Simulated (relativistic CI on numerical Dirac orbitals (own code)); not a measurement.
## Line list: Electric-dipole lines, Tc3+

Computed by Dirac-Coulomb-Breit CI, KLI orbitals optimised for each configuration, QED by a radiative potential, valence Slater integrals scaled by 0.85, P86 correlation energy added to each configuration (own radial code, finite nucleus).

Configurations in the expansion (outside the closed core [Ar] 3d10): 4s2 4p6 4d4, 4s2 4p6 4d3 5s, 4s2 4p6 4d3 5p, 4s2 4p6 4d3 4f, 4s2 4p6 4d3 6s, 4s2 4p6 4d3 5d, 4s2 4p5 4d5, 4s2 4p6 4d2 5s 5p, 4s2 4p6 4d3 6p, 4s2 4p6 4d3 6d, 4s2 4p6 4d3 7s, 4s2 4p6 4d3 5f, 4s2 4p6 4d3 7p, 4s2 4p6 4d3 5g, 4s2 4p6 4d3 7d, 4s2 4p6 4d2 4f 5s, 4s2 4p5 4d4 4f, 4s2 4p6 4d2 5p 5d, 4s 4p6 4d5, 4s2 4p6 4d2 5s2, 4s2 4p6 4d 5s2 5p, 4s2 4p6 4d 4f 5s2, 4s2 4p6 4d 5s2 6s, 4s2 4p6 4d 5s2 5d, 4s2 4p6 4d2 4f2, 4s2 4p6 4d 4f2 5s, 4s2 4p6 4d 4f2 5p, 4s2 4p6 4d 4f3, 4s2 4p6 4d 4f2 6s, 4s2 4p6 4d 4f2 5d, 4s2 4p6 4d2 5p2, 4s2 4p6 4d 5s 5p2, 4s2 4p6 4d 5p3, 4s2 4p6 4d 4f 5p2, 4s2 4p6 4d 5p2 6s, 4s2 4p6 4d 5p2 5d, 4s2 4p6 4d2 5s 5d, 4s2 4p6 4d 5s 5p 5d, 4s2 4p6 4d 4f 5s 5d, 4s2 4p6 4d 5s 5d 6s, 4s2 4p6 4d 5s 5d2. Double excitations out of closed p, d and f shells are left out; levels of such configurations are missing from the list, as are those of other unlisted configurations, and high levels can miss mixing partners. These lack a partner that the ground configuration has and come out too high: 4s2 4p6 4d3 6p, 4s2 4p6 4d3 6d, 4s2 4p6 4d3 7s, 4s2 4p6 4d3 5f, 4s2 4p6 4d3 7p.

| λ vac (Å) | Lower | Upper | A (s⁻¹) | log gf | S velocity/length |
| --- | --- | --- | --- | --- | --- |
| 708.27 | 4s2 4p6 4d4 5D_4 [5] | 4s2 4p6 4d3 5p 5P°_3 [105] | 2.25e+09 | 0.07 | 0.67 |
| 750.78 | 4s2 4p6 4d4 5D_4 [5] | 4s2 4p6 4d3 5p 5F°_5 [89] | 8.36e+08 | -0.11 | 0.71 |
| 751.55 | 4s2 4p6 4d4 3H_5 [8] | 4s2 4p6 4d3 5p 3H°_5 [126] | 2.05e+09 | 0.28 | 0.67 |
| 751.69 | 4s2 4p6 4d4 3H_6 [10] | 4s2 4p6 4d3 5p 3H°_6 [127] | 2.09e+09 | 0.36 | 0.67 |
| 752.84 | 4s2 4p6 4d4 5D_3 [4] | 4s2 4p6 4d3 5p 5F°_3 [86] | 1.54e+09 | -0.04 | 0.70 |
| 753.78 | 4s2 4p6 4d4 3G_5 [17] | 4s2 4p6 4d3 5p 3F°_4 [144] | 1.98e+09 | 0.18 | 0.64 |
| 753.82 | 4s2 4p6 4d4 5D_4 [5] | 4s2 4p6 4d3 5p 5F°_4 [88] | 1.47e+09 | 0.05 | 0.69 |
| 754.14 | 4s2 4p6 4d4 5D_3 [4] | 4s2 4p6 4d3 5p 5D°_4 [85] | 1.28e+09 | -0.01 | 0.68 |
| 758.42 | 4s2 4p6 4d4 5D_2 [3] | 4s2 4p6 4d3 5p 5D°_3 [79] | 1.37e+09 | -0.08 | 0.68 |
| 759.01 | 4s2 4p6 4d4 5D_4 [5] | 4s2 4p6 4d3 5p 5D°_4 [85] | 1.38e+09 | 0.03 | 0.67 |
| 759.03 | 4s2 4p6 4d4 1G_4 [22] | 4s2 4p6 4d3 5p 1F°_3 [155] | 3.05e+09 | 0.27 | 0.63 |
| 762.15 | 4s2 4p6 4d4 3H_6 [10] | 4s2 4p6 4d3 5p 3G°_5 [120] | 1.54e+09 | 0.17 | 0.63 |
| 764.22 | 4s2 4p6 4d4 1I_6 [19] | 4s2 4p6 4d3 5p 1I°_6 [148] | 1.90e+09 | 0.33 | 0.67 |
| 764.31 | 4s2 4p6 4d4 3H_5 [8] | 4s2 4p6 4d3 5p 3G°_4 [117] | 1.65e+09 | 0.11 | 0.62 |
| 772.78 | 4s2 4p6 4d4 1I_6 [19] | 4s2 4p6 4d3 5p 1H°_5 [145] | 3.85e+09 | 0.58 | 0.60 |
| 1371.3 | 4s2 4p6 4d3 5p 5G°_3 [73] | 4s2 4p6 4d3 5d 5H_4 [193] | 2.25e+09 | 0.76 | 0.94 |
| 1380.9 | 4s2 4p6 4d3 5p 5G°_4 [75] | 4s2 4p6 4d3 5d 5H_5 [197] | 2.18e+09 | 0.84 | 0.94 |
| 1392.9 | 4s2 4p6 4d3 5p 5G°_5 [78] | 4s2 4p6 4d3 5d 5H_6 [204] | 2.18e+09 | 0.92 | 0.94 |
| 1395.0 | 4s2 4p6 4d3 5p 3H°_6 [110] | 4s2 4p6 4d3 5d 3I_7 [264] | 1.81e+09 | 0.90 | 0.96 |
| 1399.8 | 4s2 4p6 4d3 5p 3I°_6 [133] | 4s2 4p6 4d3 5d 3K_7 [313] | 1.96e+09 | 0.94 | 0.97 |
| 1411.4 | 4s2 4p6 4d3 5p 5G°_6 [84] | 4s2 4p6 4d3 5d 5H_7 [209] | 2.53e+09 | 1.05 | 0.94 |
| 1420.7 | 4s2 4p6 4d3 5p 3I°_7 [141] | 4s2 4p6 4d3 5d 3K_8 [316] | 2.45e+09 | 1.10 | 0.97 |
| 1439.8 | 4s2 4p6 4d3 5p 3G°_5 [94] | 4s2 4p6 4d3 5d 3H_6 [223] | 1.79e+09 | 0.86 | 0.93 |
| 1440.6 | 4s2 4p6 4d3 5p 3G°_4 [92] | 4s2 4p6 4d3 5d 3H_5 [216] | 1.92e+09 | 0.82 | 0.93 |
| 1458.8 | 4s2 4p6 4d3 5p 1I°_6 [148] | 4s2 4p6 4d3 5d 1K_7 [318] | 2.17e+09 | 1.02 | 0.98 |
| 1863.8 | 4s2 4p6 4d3 5s 3H_6 [55] | 4s2 4p6 4d3 5p 3I°_7 [141] | 6.63e+08 | 0.71 | 0.78 |
| 1877.9 | 4s2 4p6 4d3 5s 5F_5 [39] | 4s2 4p6 4d3 5p 5D°_4 [85] | 6.16e+08 | 0.47 | 0.79 |
| 1882.2 | 4s2 4p6 4d3 5s 5F_5 [39] | 4s2 4p6 4d3 5p 5G°_6 [84] | 6.84e+08 | 0.67 | 0.80 |
| 1911.3 | 4s2 4p6 4d3 5s 3H_5 [53] | 4s2 4p6 4d3 5p 3I°_6 [133] | 5.65e+08 | 0.60 | 0.77 |
| 1916.8 | 4s2 4p6 4d3 5s 5F_4 [38] | 4s2 4p6 4d3 5p 5G°_5 [78] | 4.82e+08 | 0.47 | 0.80 |

Terms are leading LS components. Brackets give the number of a level in order of energy, since labels repeat. The list gives strong lines, with weight on those to low levels, among the lowest 400 of 9175 levels, so that lines to higher ones, which can be the strongest, are missing, and without lines across small gaps between configurations, and without 1 line that miss the measured interval by over 3.5 %, start from a term whose rates miss tabulated ones by over 60 %, have gauges far apart or, lacking measured levels, span too small a gap for the errors found; lines with a level outside our table were not tested and can miss by more. Levels whose partners in the same complex of configurations lie outside the list can be far off, and so can their lines. Rates are taken at the computed energies, electric ones in the length gauge. A velocity-to-length ratio far from 1 marks an uncertain rate.

Correlation outside the listed configurations is missing or only estimated: errors of thousands of cm⁻¹ between configurations and terms are usual at this charge. Rates and lifetimes follow the computed energies and can be off by large factors. The fine structure of a lone outer electron comes out too small, for d and f at times inverted, and misplaced configurations move strength between like terms.
